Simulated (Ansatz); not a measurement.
`F[Si]O[SiH3]`, charge 0, multiplicity 1.

Problem. Give a relaxed structure at PBE0-D4/def2-TZVP (Ansatz 0.2.0). (An estimate is asked.)

Solution. Ansatz gave: 
```xyz
7

F     1.656   -0.613    1.796
Si    0.093   -0.489    2.196
O    -0.587   -0.088    0.770
Si   -0.337    0.227   -0.838
H    -1.654    0.523   -1.449
H     0.562    1.398   -0.983
H     0.267   -0.959   -1.492
```
Point group Cs.
